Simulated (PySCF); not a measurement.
Does the answer move with the share of exact exchange?

Compound: C5H3F3.
Bonds: F1–C2, C2–C3 (double), C3–C4, C4–F5, C4–F6, C4–C7, C7–C8 (double), C2–C8. Hydrogens: H9 on C3; H10 on C7; H11 on C8.

PySCF, def2-SVPD basis, density fitting, gas phase, PBE0-D3(BJ)/def2-SVP geometry; singlet excitations by full TDDFT with frozen cores, triplets by Tamm–Dancoff TDDFT and ionisation energies by ΔSCF, from the lowest of the holes tried. One functional is left out:

```
functional  exact exchange (%)  HOMO energy (eV)  LUMO energy (eV)  lowest singlet excitation (eV)  lowest triplet excitation (eV)  dipole moment (D)  mean polarisability (au)  vertical ionisation energy (eV)
       LDA                   0             -6.36             -3.27                            3.92                            2.66              1.678                      58.6                             9.56
       PBE                   0             -6.14             -2.99                            3.95                            2.52              1.648                      58.4                             9.26
     B3LYP                  20             -7.08             -2.29                            4.21                            2.57              1.753                      56.7                             9.42
 BHandHLYP                  50             -8.28             -1.01                            4.51                            2.53              1.852                      54.7                             9.35
```

**Question.** Predict the row of PBE0 (25 % exact exchange) by straight lines through the other rows, and check it.

**Answer.** 
```
                       property   line  computed  computed − line  B3LYP (20 %), for comparison
               HOMO energy (eV)  -7.27     -7.29            -0.02                         -7.08
               LUMO energy (eV)  -2.07     -2.07             0.00                         -2.29
 lowest singlet excitation (eV)   4.23      4.29            +0.06                          4.21
 lowest triplet excitation (eV)   2.56      2.52            -0.04                          2.57
              dipole moment (D)  1.761     1.745           -0.016                         1.753
       mean polarisability (au)   56.5      56.1             -0.4                          56.7
vertical ionisation energy (eV)   9.39      9.40            +0.01                          9.42
```
